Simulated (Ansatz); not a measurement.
Cost and result for the atomization energy of `[F+]1[AlH2-][F+][AlH2-]1` (8 atoms, 8 bonds).

Charge 0, multiplicity 1. Geometry: relaxed with PBE0-D4/def2-TZVP. Program: Ansatz. All runs use 4 threads of an Arm Neoverse V2 on a shared host. Times are those of one run each, without the atoms' runs, and a repeat can differ threefold. Electronic energies, without spin–orbit coupling; frozen cores. CCSD(T)/CBS adds CCSD(T) − MP2 in def2-TZVPP to the MP2 limit, and its time is that of the two runs behind it. T1 = 0.010. B3LYP takes the VWN-RPA correlation (the form of Gaussian; ORCA's B3LYP/G). HSE06 is the plane-wave form, built on full-range PBE exchange.

CCSD(T)/CBS is a level of theory with its own doubt, some kJ/mol a heavy atom from the limit and from the frozen cores, so smaller differences don't rank the functionals.

```tsv
level	functions	wall time	atomization (kcal/mol)	difference from CCSD(T)/CBS	per bond
revPBE-D4/def2-TZVPP	202	1.1 s	590.9	-32.3	-4.0
CCSD(T)/def2-SVP	84	1.1 s	592.9	-30.3	-3.8
BLYP-D4/def2-TZVPP	202	1.2 s	606.4	-16.8	-2.1
PBE-D4/def2-TZVPP (with forces)	202	1.3 s	603.9	-19.3	-2.4
HSE06-D4/def2-TZVPP	202	1.6 s	598.2	-25.0	-3.1
BHLYP-D4/def2-TZVPP	202	1.7 s	601.0	-22.2	-2.8
B3LYP-D4/def2-TZVPP (with forces)	202	2.3 s	610.5	-12.7	-1.6
PBE-QIDH/def2-TZVPP	202	2.6 s	604.8	-18.4	-2.3
r2SCAN-D4/def2-TZVPP (with forces)	202	2.8 s	616.7	-6.5	-0.8
ωB97M-V/def2-TZVPP (with forces)	202	6.5 s	616.6	-6.6	-0.8
MP2/def2-QZVPP	374	8 s	627.0	3.8	0.5
CCSD(T)/def2-TZVPP	202	30 s	606.1	-17.1	-2.1
CCSD(T)/CBS(def2)	–	38 s	623.2	0.0	0.0
```

The D4 term adds +5.2 kcal/mol with B3LYP and +2.7 kcal/mol with PBE0; it sums over pairs of atoms, weighted by their polarisabilities, and B3LYP, whose exchange is more repulsive, gets the larger term. At CCSD(T), def2-SVP lies −30.3 kcal/mol from the extrapolated value and def2-TZVPP −17.1 kcal/mol: correlation converges slowly with the basis, and small sets miss more of it in the bonded molecule than in its fragments. In def2-TZVPP, CCSD(T) changes the Hartree–Fock value by +123.9 kcal/mol (the triples alone add +5.5 kcal/mol) and MP2 by +133.9 kcal/mol; breaking electron pairs costs correlation energy, which Hartree–Fock lacks.
